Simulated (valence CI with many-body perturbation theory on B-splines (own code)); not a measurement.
## Ir LXXII in brief

Computed by configuration interaction combined with many-body perturbation theory (CI+MBPT): four valence electrons over a frozen Dirac-Fock core [He], radial functions for each j: 11 s, 11 p, 10 d, 8 f, 5 g, 2 h, with the one-electron correlation potential Σ1 (screened to all orders), the two-electron term Σ2, the three-electron term Σ3, Breit, model QED; selected single and double excitations, second order for the rest, scaled by the run's own slope (own B-spline code, finite nucleus).

No measured spectrum was set against this ion. As an estimate, large intervals hold to a few tenths of a per cent, small ones and those within an open d or f shell to about a per cent. Among the levels kept, up to 1400 cm⁻¹ of a level comes from second order outside the variational space, and about a tenth of that is noise between levels of different J, which matters for small intervals.

Levels are named by their leading jj configuration (3d3/2^4 stands for four electrons in 3d with j = 3/2), which in mixed levels can hold well under half, so a name can repeat and another be missing.

Rates and lifetimes use the calculated energies. Strong lines usually hold to 10 to 20 %, long lifetimes can be off by a factor of two.

Question: What is the ground level?

Answer: (2s^2 2p1/2^2) J=0, composition 68 % 2s²2p² ³P + 32 % 2s²2p² ¹S.

Question: Where does the other parity begin?

Answer: At (2s 2p1/2^2 2p3/2) J=2, 2022 eV.

Question: How well does LS coupling describe the low levels?

Answer: Among the lowest 20 levels the leading LS term, summed over configurations, holds 67 % on average. For single configurations the figures are 67 % in LS and 100 % in jj coupling. Terms mix most in the J = 1 level at 2115 eV, where the leading one holds 31 %.

Question: Among levels below 16146 eV, which E1 lines absorb most strongly from the ground level?

Answer: to (2s^2 2p1/2 3d3/2) J=1 at 0.1020 nm, f = 1.08; to (2s 2p1/2^2 3p1/2) J=1 at 0.1048 nm, f = 0.314; to (2s 2p1/2^2 2p3/2) J=1 at 0.5863 nm, f = 0.287.

Question: What is the ionisation energy?

Answer: 20214 eV; NIST lists 20210 ± 60 eV (theoretical).

Question: Name the longest-lived excited levels whose lifetime is computed, and their main decay.

Answer: (2s^2 2p1/2 2p3/2) J=2 at 1717 eV lives 5.35 ns, mostly by E2 to (2s^2 2p1/2^2) J=0; (2s^2 2p1/2 2p3/2) J=1 at 1699 eV lives 33.6 ps, mostly by M1 to (2s^2 2p1/2^2) J=0; (2s 2p1/2^2 2p3/2) J=2 at 2022 eV lives 27.0 ps, mostly by E1 to (2s^2 2p1/2 2p3/2) J=1.
